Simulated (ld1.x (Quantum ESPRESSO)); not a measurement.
# Before and after: TM semilocal potential for Ag

| Item | Value |
| --- | --- |
| Element | Ag |
| Generator | ld1.x (Quantum ESPRESSO) 7.5 |
| Type | norm-conserving Troullier–Martins (semilocal form) |
| Functional | LDA (PZ) |
| Relativity | scalar-relativistic |
| Frozen core | [Kr] |
| Valence charge | 11 |
| Reference configuration | 4d10 5s0.75 5p0.25 |
| Partial waves | 5s (bound): rc 1.90 bohr; 5p (bound): rc 2.95 bohr; 4d (bound): rc 1.25 bohr |
| Local potential | the d channel |
| Core correction | a·sin(br)/r model core, default radius (core density twice the valence density) |

Change: wave 5p (bound): rc 2.95 bohr becomes 5p (bound): rc 4.30 bohr.

Cutoffs: the cutoffs (Ry, on a coarse ladder) from which the occupation-weighted sum of valence levels, in a spherical-Bessel basis at the reference potential, stays within 10 and 1 mRy of its value at 400 Ry; they do not see the model core or the augmentation charge, which bear on the density cutoff. Errors are all-electron minus pseudo energies relative to the spin-unpolarised reference configuration.

Task: Predict the effect on cutoff, ghosts and configuration errors.

Result: The potential gets neither clearly harder nor softer (80 Ry and 100 Ry → 80 Ry and 100 Ry); of the 9 tests that both files solve, the error grows in 3 and shrinks in 1 by more than 15 % and 0.3 meV (median size 34.1 → 34.5 meV); neither file shows a bound ghost. A semilocal file is local in each channel, so a ghost entry of none says nothing of the separable form that plane-wave codes build from it.

| quantity | base | changed |
| --- | --- | --- |
| cutoff, loose | 80 Ry | 80 Ry |
| cutoff, tight | 100 Ry | 100 Ry |
| bound ghosts | none | none |
| error for 4d10 5s1 5p0, meV [ΔE -0.97 eV] | +0.1 | +0.3 |
| error for 4d10 5s0 5p0, meV [ΔE 7.13 eV] | -8.2 | -9.5 |
| error for 4d9 5s0 5p0, meV [ΔE 29.51 eV] | -38 | -46 |
| error for 4d9 5s1 5p1, meV [ΔE 7.60 eV] | -62 | -35 |
| error for 4d8 5s0 5p0, meV [ΔE 65.95 eV] | -261 | -276 |
| error for 4d9 5s1 5p0, meV [ΔE 12.41 eV] | -34 | -39 |
| error for 4d9 5s2 5p0, meV [ΔE 2.99 eV] | -60 | -63 |
| error for 4d10 5s0.75 5p0.25 (spin-polarised), meV [ΔE -0.13 eV] | +0.2 | -0.3 |
| error for 4d10 5s1 5p0 (spin-polarised), meV [ΔE -1.12 eV] | +0.1 | +0.4 |
